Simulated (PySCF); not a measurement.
**Working out the excitation energy of Ga⁺**

Ga⁺ [Ar] 3d10 4s2 (1S) → Ga⁺ [Ar] 3d10 4s1 4p1 (3P). Computed with PySCF 2.14 in aug-cc-pwCVDZ-PP with ECP10MDF, with scalar relativity through the core potential. Frozen: 3s2 3p6 3d10. Energies in hartree (1 hartree = 27.21139 eV):

```tsv
part	Ga⁺ (lower)	Ga⁺ (upper)
UHF	-258.088410	-257.918144
CCSD correlation	-0.036566	-0.003705
(T)	0.000000	0.000000
```

**Question.** What does Hartree-Fock give?

**Answer.** (-257.918144) − (-258.088410) = 0.170266 hartree = 4.633 eV.

**Question.** What do CCSD and CCSD(T) give?

**Answer.** The CCSD correlation energies differ by 0.032861 hartree = 0.894 eV and the triples by 0.000000 hartree = 0.000 eV, so CCSD gives 5.527 eV and CCSD(T) 5.527 eV.

Measured between the centres of the two terms (NIST): 5.986 eV, so CCSD(T) (valence) is off by -0.459 eV.

A double-zeta basis recovers only part of the correlation energy.

What remains against the reference includes basis incompleteness, the frozen core and higher excitations.
